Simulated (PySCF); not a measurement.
MH3+ across the fourth-period p block

Level: PBE0, basis family def2-TZVP, no relativity.

Each entry is the lowest minimum that a search over a few typed start shapes (and spin states, where more than one is plausible) found, or that minimum re-optimised at the stated level; isomers with ligand–ligand bonds, or fragments after loss of a ligand pair, can lie lower. Open shells are unrestricted; no spin–orbit coupling; PySCF with density fitting.

```
molecule  2S+1  point group  mean bond to the central atom (Å)  distinct angles (°)  highest ω (cm⁻¹)  lowest ω (cm⁻¹)  polar-tensor charge of the central atom
   GeH₃⁺     1          D3h                              1.522                  120              2267              799                                     1.19
   AsH₃⁺     2          C3v                              1.497                  113              2362              688                                     0.80
   SeH₃⁺     1          C3v                              1.480                   93              2401              952                                     0.60
```

The bond shortens at every step; the largest change, -0.025 Å, falls between GeH₃⁺ and AsH₃⁺ among the members listed.

The shape changes along the series: D3h for GeH₃⁺; C3v for AsH₃⁺ and SeH₃⁺.

Left out of the table are members whose search was unfinished or whose lowest solution was spin-contaminated, unstable, very soft or bonded differently.
